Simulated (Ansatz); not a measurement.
```yaml
crystal:
  periodic: [false, false, false]
  atoms:
    - {symbol: C, position_ang: [-0.208002, 1.606076, -0.843132]}
    - {symbol: Al, position_ang: [-0.289569, -0.283235, -0.381412]}
    - {symbol: Ga, position_ang: [0.646952, -1.584048, 1.550500]}
    - {symbol: Br, position_ang: [-1.218651, 2.068393, -0.877184]}
    - {symbol: H, position_ang: [-1.218651, 2.018393, -0.927184]}
    - {symbol: H, position_ang: [0.344638, 2.200746, -0.111920]}
    - {symbol: H, position_ang: [0.268807, 1.735327, -1.820160]}
    - {symbol: H, position_ang: [2.069956, -2.263215, 1.495862]}
    - {symbol: H, position_ang: [-0.169675, -1.820442, 2.879634]}
basis:
  gaussian: {orbitals: aug-pcseg-2, final_grid: {core_spheres: 8, valence_spheres: 7, degree: 23}}
hamiltonian: {xc: {name: r2SCAN50}}
scf: {lower_state_search: light}
```

```sh
$ ansatz run in.yaml --threads 2 --pin off --events-out ev --progress --plain --max-ram 22528MiB --backend cuda --devices 0, --max-vram 18GiB
```

Shortened log:

```
Functional definition: r2SCAN50
1872 factors; their error is unknown
mean field evaluation 1: about -125857.4875 eV, gradient 1.4e2 eV
mean field evaluation 2: about -125858.6529 eV, gradient 1.1e2 eV
mean field evaluation 4: about -125872.0859 eV, gradient 3.7e0 eV
mean field evaluation 8: about -125874.5596 eV, gradient 6.9e0 eV
mean field evaluation 16: about -125875.9652 eV, gradient 4.7e-4 eV
mean field -125875.96518787 eV, -4625.8563988607 hartree, gradient 6.8e-5 eV, S^2 0.000000; 0 other end points of the search recorded, 0 dependent functions left out
reference -125875.96520427 eV, -4625.8563994631 hartree; 45, 45 occupied and 284, 284 virtual orbitals, 1872 factors
Total energy: -125875.96520427 eV, -4625.8563994631 hartree
```

Task: What is wrong with this run?

Result: One atom was put on top of another. The calculation finished and met its thresholds. The result belongs to that input, not to the molecule as meant.
